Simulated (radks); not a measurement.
The numbers below are computed, except where a source is named.
Valence configurations of the gallium ion Ga+ (all share [Ar]). Code: a radial shooting solver on a logarithmic mesh with Libxc functionals. Model: scalar-relativistic Kohn-Sham, LDA (Slater exchange, Perdew-Wang correlation), spin-polarised, spherical densities, finite nucleus; open shells are filled with parallel spins first; Fermi nuclear charge, rms radius 3.9973 fm. Energies are relative to 3d10 4s2; eigenvalues in eV for spin up.

| valence | E (eV) | moment (Bohr magnetons) | e(3d) | e(4p) | e(4s) |
|---|---|---|---|---|---|
| 3d10 4s2 | 0.000 | 0 | -27.757 | - | -16.653 |
| 3d9 4s2 4p1 | 21.539 | 2 | -37.776 | -11.708 | -20.010 |
| 3d10 4p2 | 14.241 | 2 | -31.168 | -11.575 | - |
| 3d10 4s1 4p1 | 6.549 | 2 | -29.521 | -10.805 | -18.419 |
| 3d9.5 4s2 4p0.5 | 9.980 | 1 | -32.692 | -10.555 | -18.379 |
| 3d8 4s2 4p2 | 49.719 | 4 | -48.380 | -13.851 | -23.076 |
| 3d8.5 4s2 4p1.5 | 34.762 | 3 | -43.006 | -12.800 | -21.571 |
| 3d8 4s1 4p3 | 56.085 | 6 | -49.632 | -14.867 | -24.298 |
| 3d9.5 4s1.5 4p1 | 13.452 | 2 | -33.546 | -11.262 | -19.220 |
| 3d9.5 4s1 4p1.5 | 16.504 | 3 | -34.294 | -11.871 | -19.958 |

NIST lists [Ar] 3d10 4s2 as the ground configuration; this level of theory agrees among the configurations tried. The energies are those of spherical high-spin densities, not of single terms.
